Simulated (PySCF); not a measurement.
Species: C₆H₁₂AsN.
SMILES with atom numbers: `[CH2:1]=[N:2][C@@H:3]1[CH2:4][CH2:5][CH2:6][AsH:7][CH2:8]1` (hydrogens: H9, H10 on C1; H11 on C3; H12, H13 on C4; H14, H15 on C5; H16, H17 on C6; H18 on As7; H19, H20 on C8)

Computed by this run: PBE0-D3(BJ)/def2-SVP geometry optimisation, gas phase in PySCF; density fitting, grid level 1; the optimiser is geomeTRIC in internal coordinates, started from a GFN2-xTB structure with every atom displaced at random (about 0.01 Å).

Step 1: E = -68719.0582 eV
```
atom  x, y, z in Å  |  force x, y, z in eV/Å
C1      2.7630    0.4463    0.3987    0.462   0.033  -0.192
N2      1.5553    0.1304    0.5361   -0.365  -0.107   0.013
C3      0.7756   -0.2224   -0.6273   -0.135   0.068  -0.008
C4     -0.2851    0.8624   -0.8765    0.121   0.183   0.011
C5     -1.2336    1.1071    0.2930    0.071  -0.067   0.019
C6     -2.1345   -0.0797    0.6005   -0.146  -0.012  -0.037
As7    -1.1854   -1.7618    1.0355    0.181   0.196   0.028
C8      0.1247   -1.5970   -0.4462    0.179  -0.006   0.180
H9      3.3013    0.4586   -0.5831   -0.186  -0.018   0.219
H10     3.3498    0.7220    1.2878    0.036   0.028  -0.033
H11     1.4312   -0.2683   -1.5250   -0.039  -0.008  -0.034
H12    -0.8676    0.5647   -1.7629   -0.018  -0.007  -0.103
H13     0.2272    1.8066   -1.1433   -0.034  -0.139   0.070
H14    -1.8559    1.9908    0.0695   -0.004   0.005  -0.021
H15    -0.6372    1.3563    1.1851   -0.013   0.033   0.008
H16    -2.7841   -0.3096   -0.2663    0.055   0.009   0.082
H17    -2.8115    0.1455    1.4407    0.023  -0.033  -0.007
H18    -0.2622   -1.1134    2.0746   -0.121  -0.107  -0.072
H19     0.8968   -2.3704   -0.3024   -0.038   0.015   0.004
H20    -0.4226   -1.8533   -1.3627   -0.030  -0.064  -0.128
```

Step 2: E = -68719.0665 eV
```
atom  x, y, z in Å  |  force x, y, z in eV/Å
C1      2.7679    0.4294    0.3947   -0.002  -0.050  -0.262
N2      1.5514    0.1372    0.5448   -0.032   0.092   0.163
C3      0.7733   -0.2110   -0.6197   -0.043  -0.032  -0.007
C4     -0.2839    0.8745   -0.8703   -0.003  -0.001   0.018
C5     -1.2415    1.1093    0.2945    0.006  -0.029  -0.003
C6     -2.1401   -0.0829    0.5938   -0.016   0.011  -0.007
As7    -1.1788   -1.7559    1.0321   -0.009   0.016  -0.041
C8      0.1391   -1.5910   -0.4379    0.002   0.003   0.021
H9      3.2551    0.4003   -0.6044    0.103   0.049   0.091
H10     3.3862    0.7280    1.2546   -0.047  -0.046   0.003
H11     1.4289   -0.2551   -1.5177   -0.014   0.005  -0.030
H12    -0.8567    0.5832   -1.7687    0.011   0.019  -0.013
H13     0.2326    1.8154   -1.1227    0.014  -0.020   0.038
H14    -1.8655    1.9910    0.0663   -0.010  -0.002  -0.008
H15    -0.6546    1.3617    1.1923   -0.003   0.020  -0.009
H16    -2.7802   -0.3170   -0.2752    0.007  -0.003   0.010
H17    -2.8234    0.1315    1.4307    0.017  -0.005   0.009
H18    -0.2817   -1.1166    2.0848   -0.001  -0.012   0.015
H19     0.9153   -2.3570   -0.2845    0.004   0.015   0.012
H20    -0.3982   -1.8601   -1.3617    0.015  -0.031   0.000
```

Step 3: E = -68719.0703 eV
```
atom  x, y, z in Å  |  force x, y, z in eV/Å
C1      2.7758    0.4149    0.3742   -0.118  -0.011   0.233
N2      1.5522    0.1489    0.5396    0.236   0.084  -0.069
C3      0.7672   -0.2014   -0.6195    0.015  -0.038  -0.090
C4     -0.2893    0.8831   -0.8678   -0.083  -0.118   0.006
C5     -1.2518    1.1111    0.2942   -0.034   0.000  -0.018
C6     -2.1462   -0.0855    0.5916    0.069   0.023   0.018
As7    -1.1749   -1.7508    1.0328   -0.113  -0.092  -0.072
C8      0.1478   -1.5859   -0.4297   -0.088   0.012  -0.062
H9      3.2902    0.3858   -0.6053   -0.030  -0.029  -0.126
H10     3.3914    0.6947    1.2412    0.004   0.003   0.023
H11     1.4177   -0.2458   -1.5218   -0.026   0.006  -0.013
H12    -0.8561    0.5975   -1.7737    0.022   0.035   0.038
H13     0.2306    1.8218   -1.1092    0.039   0.063   0.011
H14    -1.8792    1.9897    0.0621   -0.010  -0.008   0.001
H15    -0.6702    1.3692    1.1939    0.002   0.008  -0.009
H16    -2.7815   -0.3247   -0.2772   -0.026  -0.008  -0.036
H17    -2.8313    0.1221    1.4281    0.007   0.012   0.016
H18    -0.2952   -1.1157    2.0951    0.068   0.046   0.063
H19     0.9301   -2.3426   -0.2669    0.028   0.010   0.021
H20    -0.3821   -1.8714   -1.3558    0.038   0.001   0.066
```

Q: Estimate the geometry and energy of step 4. (The exact step hangs on the optimiser's Hessian estimate; all steps are aligned on step 3, rigid shifts and turns removed.)

A: E = -68719.0734 eV, largest force 0.092 eV/Å
```
atom  x, y, z in Å  |  force x, y, z in eV/Å
C1      2.7819    0.4124    0.3759   -0.052  -0.039   0.065
N2      1.5572    0.1564    0.5365    0.054   0.020  -0.028
C3      0.7679   -0.1980   -0.6213    0.012   0.003  -0.024
C4     -0.2917    0.8844   -0.8673   -0.024  -0.043   0.010
C5     -1.2559    1.1106    0.2930   -0.011  -0.004  -0.007
C6     -2.1477   -0.0870    0.5903    0.027   0.007   0.011
As7    -1.1773   -1.7529    1.0315   -0.029  -0.021  -0.021
C8      0.1492   -1.5832   -0.4279   -0.017   0.012  -0.004
H9      3.2898    0.3720   -0.6088    0.005  -0.007  -0.045
H10     3.4003    0.6862    1.2432   -0.002   0.017   0.004
H11     1.4149   -0.2423   -1.5261   -0.016   0.002  -0.007
H12    -0.8575    0.6016   -1.7732    0.011   0.019   0.002
H13     0.2281    1.8257   -1.1051    0.013   0.024   0.010
H14    -1.8859    1.9873    0.0606   -0.004  -0.007  -0.003
H15    -0.6750    1.3709    1.1923    0.000   0.007   0.001
H16    -2.7839   -0.3266   -0.2790   -0.012  -0.001  -0.009
H17    -2.8318    0.1212    1.4277    0.003   0.004   0.006
H18    -0.2955   -1.1142    2.0968    0.014   0.006   0.011
H19     0.9353   -2.3356   -0.2611    0.011   0.005   0.018
H20    -0.3771   -1.8739   -1.3523    0.018  -0.004   0.009
```

The energy changes by -0.0030 eV. The first-order estimate −F·Δx gives -0.0047 eV and the mean of the old and new forces, exact on a quadratic surface, -0.0030 eV. The step makes an angle of 72° with the force vector and moves no atom by more than 0.014 Å.

The cost below is that of the whole optimisation. Time: 3.0 min wall; peak memory 0.85 GiB. Hardware: an Arm Neoverse V2 with one thread, shared host with 96 logical CPUs at a one-minute load of 54.
